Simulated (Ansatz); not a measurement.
One change: `[CH3][Ge]([F])([F])[SiH3]` becomes `[CH3][GeH]([F])[SiH3]`.

Ansatz, PBE0-D4/def2-TZVP geometries, multiplicity 1. 

Scalar relativity is left out up to krypton.

| property | `[CH3][Ge]([F])([F])[SiH3]` |
| --- | --- |
| size of the dipole moment (ωB97M-V/def2-TZVPP) / D | 3.24 |
| HOMO energy (B3LYP/def2-TZVPP) / eV | -8.22 |
| size of the dipole moment (PBE/def2-TZVPP) / D | 3.05 |
| HOMO energy (ωB97M-V/def2-TZVPP) / eV | -10.50 |
| size of the dipole moment (B3LYP/def2-TZVPP) / D | 3.24 |
| HOMO–LUMO gap (PBE/def2-TZVPP) / eV | 6.07 |

(1) What does the change do to each property? (An estimate is asked.)

## Answers

(1) The calculation gave: 
```
                                          property  `[CH3][GeH]([F])[SiH3]`  shift
size of the dipole moment (ωB97M-V/def2-TZVPP) / D                     2.35  -0.89
               HOMO energy (B3LYP/def2-TZVPP) / eV                    -7.92   0.30
    size of the dipole moment (PBE/def2-TZVPP) / D                     2.22  -0.83
             HOMO energy (ωB97M-V/def2-TZVPP) / eV                   -10.18   0.32
  size of the dipole moment (B3LYP/def2-TZVPP) / D                     2.35  -0.89
               HOMO–LUMO gap (PBE/def2-TZVPP) / eV                     5.79  -0.28
```

Dipoles are sizes alone; their direction can turn.

B3LYP here is the variant with VWN-RPA as its local correlation; programs differ in this.
